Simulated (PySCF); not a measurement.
KBi⁺: from constants to spectrum

UHF-CCSD(T) constants of KBi⁺, ⁴Σ⁻ (quartet), unpaired electrons σ ↑, π ↑↑ (PySCF, scalar-relativistic core potentials, basis sets K def2-SVPD, Bi def2-SVPD with ECP60; masses 38.9637 and 208.9804 u):

- ωe: 55.7 cm⁻¹
- ωexe: 0.48 cm⁻¹
- Be: 0.032104 cm⁻¹
- αe: 0.000321 cm⁻¹
- D (centrifugal): 4.27e-08 cm⁻¹

(1) Give the vibrational terms G(v) and spacings up to v = 6.

Correlated steps freeze 9 core orbitals. Spin–orbit coupling is left out, which matters for elements this heavy, above all for dissociation energies. The state is the lowest determinant that a PBE0 search found; another state may lie lower at other levels.

## Answers

(1) G(v) = ωe(v+½) − ωexe(v+½)².

```json
{"v": "0", "G(v) (cm⁻¹)": "27.7", "G(v) − G(v−1)": "", "Bv (cm⁻¹)": "0.03194"}
{"v": "1", "G(v) (cm⁻¹)": "82.5", "G(v) − G(v−1)": "54.7", "Bv (cm⁻¹)": "0.03162"}
{"v": "2", "G(v) (cm⁻¹)": "136.2", "G(v) − G(v−1)": "53.8", "Bv (cm⁻¹)": "0.03130"}
{"v": "3", "G(v) (cm⁻¹)": "189.1", "G(v) − G(v−1)": "52.8", "Bv (cm⁻¹)": "0.03098"}
{"v": "4", "G(v) (cm⁻¹)": "240.9", "G(v) − G(v−1)": "51.9", "Bv (cm⁻¹)": "0.03066"}
{"v": "5", "G(v) (cm⁻¹)": "291.8", "G(v) − G(v−1)": "50.9", "Bv (cm⁻¹)": "0.03034"}
{"v": "6", "G(v) (cm⁻¹)": "341.8", "G(v) − G(v−1)": "49.9", "Bv (cm⁻¹)": "0.03002"}
```
